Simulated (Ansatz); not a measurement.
Species: C10H16 rod of 1 cage `C1C2CC3CC1CC(C2)C3` (charge 0, multiplicity 1).

Q: Give a relaxed geometry from PBE-D3(BJ)/def2-SVP (Ansatz, a first-principles code).

A: the end point of this relaxation (outside a Z-matrix the atoms follow the SMILES, hydrogens last).
Z-matrix (Å, degrees):
```
C
H 1 1.1112
C 1 1.5422 2 109.62
H 3 1.1117 1 110.05 2 -58.74
H 3 1.1117 4 106.84 1 -119.46
C 3 1.5422 4 110.05 5 -119.46
H 6 1.1112 3 109.62 4 58.74
C 6 1.5422 7 109.62 3 120.00
H 8 1.1117 6 110.05 7 58.74
H 8 1.1117 9 106.84 6 119.46
C 8 1.5422 9 110.05 10 119.46
H 11 1.1112 8 109.62 9 -58.74
C 11 1.5422 12 109.62 8 -120.00
H 13 1.1117 11 110.05 12 -58.74
H 13 1.1117 14 106.84 11 -119.46
C 13 1.5422 14 110.05 15 -119.46
H 16 1.1112 13 109.62 14 58.74
C 1 1.5422 2 109.62 3 -120.00
H 18 1.1117 1 110.05 2 58.74
H 18 1.1117 19 106.84 1 119.46
C 16 1.5422 17 109.62 13 120.00
H 21 1.1117 16 110.05 17 58.74
H 21 1.1117 22 106.84 1 -119.46
C 16 1.5422 17 109.62 21 120.00
H 24 1.1117 16 110.05 17 -58.74
H 24 1.1117 25 106.84 16 -119.46
```
